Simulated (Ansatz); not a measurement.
`[BH]1[SiH2][GeH2]1`, charge 0, multiplicity 1.

(1) Give a relaxed structure at PBE0-D4/def2-TZVP (Ansatz 0.2.0). (Estimate.)

Answers

(1) The calculation gave: 
Z-matrix (Å, degrees):
```
Si
Ge 1 2.760
B 1 1.872 2 44.5
H 1 1.483 2 86.5 3 146.5
H 1 1.489 2 146.3 3 -92.0
H 2 1.540 1 143.9 3 88.4
H 2 1.535 1 89.1 3 -149.4
H 3 1.188 1 129.0 2 -138.9
```
